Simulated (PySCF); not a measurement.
# One molecule, several mistakes: H6N3Si cation

Calculated results; nothing here was measured. The program is PySCF 2.14.0, an open-source quantum chemistry code, run on an isolated molecule that a program drew, which may never have been made. The molecule is H6N3Si cation (charge +1, singlet), drawn as the SMILES string `N[Si+](N)N`.

Each row is a Hartree-Fock (HF) and frozen-core CCSD(T) single point in the cc-pV(D+d)Z basis, meant for a local HF minimum. Run 1 is clean. Each other run has one planted mistake out of seven kinds, and not every kind appears here: one electron removed, one electron added, multiplicity raised by two, geometry at a saddle point, minimal basis STO-3G, one bond length entered in bohr, all coordinates scaled. The reference is restricted for singlets and unrestricted otherwise, and also for a bond in bohr. Adding or removing an electron swaps singlet and doublet. Electrons count all cores. HOMO and LUMO are orbital energies over both spins, the gradient is its largest component, and the lowest frequency (negative if imaginary) is given only where the gradient is small. Bond lengths are over the 9 bonds as drawn. T1 is the CCSD diagnostic: over 0.02 (restricted) or 0.045 (unrestricted) a single reference is doubtful.

Geometry of the clean run:
```xyz
10
H6N3Si cation, angstrom
N    -0.4828   -0.8022    0.0836
Si   -2.0078   -0.5859   -0.4766
N    -2.6424   -1.6442   -1.5551
N    -2.8980    0.6888    0.0419
H    -0.0770   -0.2598    0.8248
H     0.1522   -1.4923   -0.2752
H    -2.1961   -2.5020   -1.8259
H    -3.5216   -1.5088   -2.0207
H    -3.8706    0.8161   -0.1728
H    -2.5329    1.4316    0.6104
```

| run | electrons | basis functions | <S^2> | HOMO (eV) | LUMO (eV) | gradient (hartree/bohr) | lowest frequency (cm^-1) | mean bond (Å) | longest bond (Å) | T1 | HF (hartree) | CCSD(T) (hartree) | mistake |
|---|---|---|---|---|---|---|---|---|---|---|---|---|---|
| 1 | 40 | 95 | 0.000 | -16.90 | -1.18 | 1.1e-05 | 126 | 1.2157 | 1.639 | 0.0111 | -455.66725 | -456.30609 | no fault |
| 2 | 40 | 95 | 0.667 | -16.46 | -3.93 | 3.7e-02 | - | 1.3150 | 1.897 | 0.0597 | -455.50931 | -456.15212 | one bond length entered in bohr |
| 3 | 40 | 95 | 0.000 | -16.57 | -1.67 | 3.9e-02 | - | 1.2741 | 1.718 | 0.0131 | -455.64241 | -456.29575 | all coordinates scaled |
| 4 | 41 | 95 | 0.758 | -2.39 | 4.13 | 9.9e-02 | - | 1.2157 | 1.639 | 0.0871 | -455.72694 | -456.39273 | ? |
| 5 | 40 | 30 | 0.000 | -15.05 | 1.65 | 1.2e-02 | - | 1.2157 | 1.639 | 0.0166 | -450.22010 | -450.44398 | ? |

**Which mistake was planted in run 4, and what did it cost?**

It counts 41 electrons, one more than the clean run, at the same geometry and basis. So the mistake is: one electron added. Subtracting run 1 and multiplying by 627.51 kcal/mol a hartree, the energy moved by -37.5 kcal/mol in HF and -54.4 kcal/mol in CCSD(T).

**Which mistake was planted in run 5, and what did it cost?**

It has 30 basis functions where the clean run has 95, with the same electrons and geometry. So the mistake is: minimal basis STO-3G. Subtracting run 1 and multiplying by 627.51 kcal/mol a hartree, the energy moved by 3418.1 kcal/mol in HF and 3678.5 kcal/mol in CCSD(T).

Cautions from the logs. Run 2: T1 is over the limit, so its CCSD(T) energy is less reliable; run 4: T1 is over the limit, so its CCSD(T) energy is less reliable.
